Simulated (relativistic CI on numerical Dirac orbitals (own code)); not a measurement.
d1 to d9 in one octahedral field

Computed with a parametric ligand-field model without spin-orbit coupling, by exact diagonalisation: B = 480, C = 1840, 10Dq = 24100 cm⁻¹ (Oh; |10Dq|/B = 50.2) for every shell. Energies in cm⁻¹; the field energy is (0.6 n_e − 0.4 n_t2) × 10Dq of the ground term; g labels are left out. So small a B with so large a field is typical of 4d and 5d ions, where spin-orbit coupling, left out here, reaches 1,000 to 4,000 cm⁻¹.

```tsv
Shell	Ground term	Electrons in e	Field energy	First spin-allowed bands	Lowest term of other spin
d1	2T2	0.000	-9640	2E 24100	
d2	3T1	0.010	-19040	3T2 22949, 3T1 28998	1T2 6732
d3	4A2	0.000	-28920	4T2 24100, 4T1 29449	2E 9299
d4	3T1	0.015	-38205	3E 22296, 3T1 22739	1T2 5692
d5	2T2	0.028	-47521	2A2 21592, 2T1 21768	4T1 15087
d6	?	?	?	?	?
d7	2E	1.014	-43046	2T1 22643, 2T2 23085	4T1 14958
d8	3A2	2.000	-28920	3T2 24100, 3T1 29449	1E 7463
d9	2E	3.000	-14460	2T2 24100
```

Q: Fill in the row of d6.

A: Ground term: 1A1; Electrons in e: 0.021; Field energy: -57344; First spin-allowed bands: 1T1 22752, 1T2 29584; Lowest term of other spin: 3T1 18840. Low spin: d4, d5, d6, d7; the other shells keep the spin of the free ion. Only d4 to d7 can choose; the field needed to pair spins is smallest for d6 and largest for d5, which loses most exchange energy. In the strong-field picture 10Dq must exceed about 6B + 5C = 12080 (d4), 7.5B + 5C = 12800 (d5), 2.5B + 4C = 8560 (d6) and 4B + 4C = 9280 (d7); mixing of terms shifts these bounds somewhat.
